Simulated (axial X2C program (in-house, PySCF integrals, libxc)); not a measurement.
# Ionising the radicals of a process plasma

All values come from calculations with an in-house all-electron X2C program for linear molecules (integrals from PySCF), spin-free (one-electron X2C) or two-component (2c: spin–orbit coupling with atomic mean-field Coulomb and Gaunt terms, which also bring small scalar terms), in Dyall basis sets with cores contracted in-house; open shells are unrestricted.

Level PBE0, spin-free. Basis sets: Al dyall-v3z, As dyall-cv3z, B dyall-v3z, C dyall-v3z, Ga dyall-cv3z, Hf dyall-cv3z, O dyall-av3z, P dyall-v3z, S dyall-av3z, Se dyall-cv3z, W dyall-cv3z.

```json
{"species": "Al₂", "state": "M_S = 1, Λ = 0", "ion state": "M_S = 1/2, Λ = 0", "adiabatic IE with zero-point terms (eV)": "5.95", "D0 (eV)": "1.46", "D0 of the ion (eV)": "1.59"}
{"species": "HfS", "state": "M_S = 0, Λ = 0", "ion state": "M_S = 1/2, Λ = 0", "adiabatic IE with zero-point terms (eV)": "7.44", "D0 (eV)": "6.12", "D0 of the ion (eV)": "n/a"}
{"species": "AsS", "state": "M_S = 1/2, Λ = 1", "ion state": "M_S = 0, Λ = 0", "adiabatic IE with zero-point terms (eV)": "7.91", "D0 (eV)": "3.83", "D0 of the ion (eV)": "5.86"}
{"species": "PSe", "state": "M_S = 1/2, Λ = 1", "ion state": "M_S = 0, Λ = 0", "adiabatic IE with zero-point terms (eV)": "7.92", "D0 (eV)": "3.71", "D0 of the ion (eV)": "5.42"}
{"species": "WP", "state": "M_S = 3/2, Λ = 0", "ion state": "M_S = 1, Λ = 2", "adiabatic IE with zero-point terms (eV)": "8.32", "D0 (eV)": "n/a", "D0 of the ion (eV)": "n/a"}
{"species": "AlSe", "state": "M_S = 1/2, Λ = 0", "ion state": "M_S = 1, Λ = 1", "adiabatic IE with zero-point terms (eV)": "8.77", "D0 (eV)": "3.69", "D0 of the ion (eV)": "1.01"}
{"species": "GaC", "state": "M_S = 3/2, Λ = 0", "ion state": "M_S = 1, Λ = 0", "adiabatic IE with zero-point terms (eV)": "8.87", "D0 (eV)": "3.26", "D0 of the ion (eV)": "0.38"}
{"species": "P₂", "state": "M_S = 0, Λ = 0", "ion state": "M_S = 1/2, Λ = 1", "adiabatic IE with zero-point terms (eV)": "10.39", "D0 (eV)": "4.66", "D0 of the ion (eV)": "4.80"}
{"species": "BO", "state": "M_S = 1/2, Λ = 0", "ion state": "M_S = 1, Λ = 1", "adiabatic IE with zero-point terms (eV)": "13.54", "D0 (eV)": "8.33", "D0 of the ion (eV)": "3.43"}
```

Task: Which of these can a metastable argon atom (³P2, 11.55 eV, NIST) ionise on energy grounds?

Result: At PBE0, spin-free, IE lies below 11.55 eV for Al₂, HfS, AsS, PSe, WP, AlSe, GaC, P₂.

Task: Which of these can a metastable xenon atom (³P2, 8.32 eV, NIST) ionise on energy grounds?

Result: At PBE0, spin-free, IE lies below 8.32 eV for Al₂, HfS, AsS, PSe. Within the error of the method (some tenths of an eV) the answer is open for WP.

Task: Give the threshold for dissociative ionisation to the lowest fragments, IE + D0(ion).

Result: At PBE0, spin-free: Al₂ → Al+ + Al: 7.54 eV; AsS → As+ + S: 13.77 eV; PSe → Se+ + P: 13.34 eV; AlSe → Se + Al+: 9.78 eV; GaC → Ga+ + C: 9.25 eV; P₂ → P+ + P: 15.19 eV; BO → O + B+: 16.97 eV.

Each entry is the lowest single determinant of a limited PBE0 search at one distance. De goes to single-determinant-based atoms at the same level (for ions the charge split of lowest energy) and is withheld (n/a) where an atom does not fit its ground term or J level. Main or longest-lived isotopes. One determinant is a doubtful description, or other states lie close, for Al₂, HfS⁺, AsS, PSe, WP, WP⁺, AlSe⁺, GaC⁺, P₂⁺, BO⁺; these need not be ground states, and all values refer to the states named. The functionals have no current term, which raises determinants with orbital currents. These values were not checked against measured ones; errors of some tenths of an eV are usual, and D0 of doubtful transition-metal species is not given. Spin-free thresholds lack the spin–orbit lowering of heavy atomic ions, up to half an eV for Sn⁺ or Sb⁺.
